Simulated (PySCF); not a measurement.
Species: C₅H₇NSi (charge +1 and doublet state).
SMILES with atom numbers: `[N:1]#[C:2][SiH:3]1[CH2:4][CH:5][CH+:6][CH2:7]1` (hydrogens: H8 on Si3; H9, H10 on C4; H11 on C5; H12 on C6; H13, H14 on C7)

Structure used (GFN2-xTB), in Å, numbered top down from 1:
```
atom  x, y, z in Å
N1    -1.4323    2.8102   -1.2593
C2    -1.0324    2.0863   -0.4738
Si3   -0.3242    0.9350    0.8330
C4    -1.1521   -0.7814    0.2644
C5    -0.1702   -1.3256   -0.6595
C6     1.1173   -0.9025   -0.5673
C7     1.3922    0.2769    0.2800
H8    -0.5608    1.3722    2.1960
H9    -2.1676   -0.7908   -0.1225
H10   -1.1507   -1.3049    1.2235
H11   -0.4910   -2.0094   -1.4343
H12    1.9220   -1.3651   -1.1199
H13    1.9846    1.0106   -0.2789
H14    2.0646   -0.0118    1.0963
```

The hyperfine couplings belong to this conformer and change with its torsions.

Computed with PySCF 2.14.0, UKS B3LYP, pcH-1 on C H N Si, non-relativistic, mean-field spin-orbit, GIAO. One conformer (not necessarily the lowest) at the GFN2-xTB geometry, without solvent, vibrations or thermal averaging. A GFN2-xTB geometry isn't a minimum of the functional, and hyperfine couplings can be far from their values at a DFT geometry, by a factor of two or more for some ions and for spin on atoms past the first row. No stability test was run, so a lower SCF solution isn't excluded.

Task: The isotropic 13C couplings are +25.7, -17.1, +11.0, -6.1, +3.8 MHz. Assign them to C2; C4; C5; C6; C7.

Result: 
```
site  a_iso (MHz)  ρ(0) (bohr⁻³)                 position  distance from C6 (Å)  spin population  largest |T| (MHz)
  C2        +11.0        +0.0098          3 bonds from C5                  3.68            +0.01                3.7
  C4         -6.1        -0.0055           1 bond from C5                  2.42            +0.10               28.2
  C5         +3.8        +0.0034         a main spin site                  1.36            +0.28               51.8
  C6        +25.7        +0.0229  largest spin population                  0.00            +0.44               72.4
  C7        -17.1        -0.0153           1 bond from C6                  1.48            -0.02                8.2
```

ρ(0) is the spin density at the nucleus and T the dipolar tensor; a_iso includes a spin–orbit part. The Mulliken spin populations are largest on C6 (+0.44), C5 (+0.28), C4 (+0.10) and H10 (+0.06). Main spin sites, with 60 % or more of the largest population: C5, C6; positions count bonds from the nearest.

C5, the radical centre as drawn in `N#C[SiH]1C[CH][CH+]C1`, holds a spin population of +0.28 out of 1.
